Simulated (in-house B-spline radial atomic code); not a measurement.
Configurations of K⁵⁺, with energies counted from [Ne] 3s2 3p2. Computed with an all-electron radial atomic-structure program (B-spline basis): non-relativistic B3LYP, spin-polarised, spherical fractional occupations, exact exchange averaged over the configuration, point nucleus. Shells without spins written out take the highest spin.

Occupations are held fixed; configurations that lie above the ionisation limit could autoionise.

| configuration | E - E(ref) (eV) | highest orbital | its <r> (bohr) |
| --- | --- | --- | --- |
| [Ne] 3s1 3p2 3d1 | 39.571 | 3d up | 1.253 |
| [Ne] 3s2 3p1 4d1 | 62.541 | 4d up | 2.864 |
| [Ne] 3s1 3p2 4f1 | 80.783 | 4f up | 2.725 |
| [He] 2s2 2p5 3s2 3p2 3d1 | 314.55 | 3d up | 1.17 |

Q: Order these further configurations by energy, lowest first.
A. [He] 2s2 2p5 3s2 3p2 4d1
B. [Ne] 3s1 3p2 4s1
C. [He] 2s2 2p5 3s2 3p3
D. [He] 2s2 2p5 3s2 3p2 4f1
E. [Ne] 3s1 3p3

A: E (12.17 eV), B (61.442 eV), C (286.42 eV), A (354.29 eV), D (360.01 eV).
